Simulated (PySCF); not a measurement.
## Two-component Hartree-Fock for Ta(2+) (tantalum, charge +2)

Start: [Xe] 4f14 5d2 6s1; 5d5/2 filled at m_j = +3/2, +5/2; 6s1/2 filled at m_j = +1/2. Calculated with PySCF 2.14 in x2c-TZVPall-2c (11s11p10d2f, 108 functions): generalised Hartree-Fock with the X2C-1e Hamiltonian and a Gaussian nucleus; spin-orbit coupling (SO) screened by Boettger's factors. This is a chosen level, not necessarily the ground level.

| spinor shell | electrons | ε, screened SO (eV) | weight of nominal j (screened SO) | rms radius, screened SO (bohr) |
| --- | --- | --- | --- | --- |
| 1s1/2 | 2 | -67774.6 | 1.000 | 0.0211 |
| 2s1/2 | 2 | -11797.1 | 1.000 | 0.0853 |
| 2p1/2 | 2 | -11254.5 | 1.000 | 0.0726 |
| 2p3/2 | 4 | -9978.8 | 1.000 | 0.0799 |
| 3s1/2 | 2 | -2777.5 | 1.000 | 0.218 |
| 3p1/2 | 2 | -2536.7 | 1.000 | 0.210 |
| 3p3/2 | 4 | -2257.2 | 1.000 | 0.225 |
| 3d3/2 | 4 | -1855.2 | 1.000 | 0.199 |
| 3d5/2 | 6 | -1794.9 | 1.000 | 0.203 |
| 4s1/2 | 2 | -612.66 | 1.000 | 0.488 |
| 4p1/2 | 2 | -512.02 | 1.000 | 0.497 |
| 4p3/2 | 4 | -447.08 | 1.000 | 0.530 |
| 4d3/2 | 4 | -281.20 | 1.000 | 0.558 |
| 4d5/2 | 6 | -269.03 | 1.000 | 0.569 |
| 5s1/2 | 2 | -105.68 | 1.000 | 1.18 |
| 5p1/2 | 2 | -72.953 | 0.985 | 1.31 |
| 5p3/2 | 4 | -64.022 | 0.991 | 1.41 |
| 4f5/2 | 6 | -60.162 | 0.991 | 0.700 |
| 4f7/2 | 8 | -58.264 | 0.993 | 0.704 |
| 5d5/2 | 2 | -26.417 | 0.832 | 2.08 |
| 6s1/2 | 1 | -22.555 | 0.991 | 3.13 |

```csv
quantity,screened SO
E (hartree),-15609.53677
M_J,9/2
⟨J²⟩,24.798
⟨L²⟩,12.410
⟨S²⟩,3.781
```

Each row is a mean over spinors that exchange with the open shell spreads, by up to 5.405 eV (5p3/2).

Rows whose weight is well below 1 are mixtures of j = l ± 1/2: exchange outweighs spin-orbit coupling there, and the label is only the starting occupation.

Breit and QED terms are absent; they matter most for the inner s and p1/2 levels.

Densities and radii are taken from the X2C orbitals without a picture-change correction, which distorts them close to the nucleus.
